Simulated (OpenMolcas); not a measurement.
Cr3+ (d3) among equal point charges was computed by CASSCF with the d shell active (OpenMolcas, ANO-RCC-VDZP on the metal). Its lowest spin-free states, and all those of the highest spin:

| 2S+1 | Degeneracy | E (cm-1) |
| --- | --- | --- |
| 4 | 1 | 0.0 |
| 4 | 2 | 475.8 |
| 4 | 1 | 3053 |
| 4 | 1 | 3555 |
| 4 | 2 | 4292 |
| 4 | 1 | 17181 |
| 2 | 1 | 17736 |
| 2 | 2 | 18010 |
| 2 | 1 | 18944 |
| 2 | 1 | 18993 |
| 2 | 2 | 19464 |
| 2 | 1 | 19736 |
| 4 | 2 | 23289 |

Problem. Is the site octahedral, tetrahedral or cube-like, axial, or of lower symmetry?

Solution. The states with 2S+1 = 4 have orbital degeneracies 1, 2, 1, 1, 2, 1, 2. There are pairs but no triples, so the site is axial: not cubic, but with a proper or improper axis of order three or more. The run had Cr3+ among 5 point charges of -1.5 e arranged as a square pyramid (C4v), 1.99 Å from the ion, with the axial distance 2.288 Å.

Spin-orbit coupling mixes the spin-free states strongly: the lowest level takes only 66 % from its leading state, an unlabelled state of the same spin as most of the rest. Without dynamic correlation the repulsion within the d shell is too large (B by tens of per cent), so at a given field states of lower spin stand too high. The ground term spreads over less than 5000 cm-1, several times less than with real ligands, so orbital moments are less quenched and χT lies further from the spin-only value than at real sites. This is an electrostatic model: the charges have no orbitals. An unlabelled pair can be two single states that coincide in this model. No measured value stands beside these numbers.
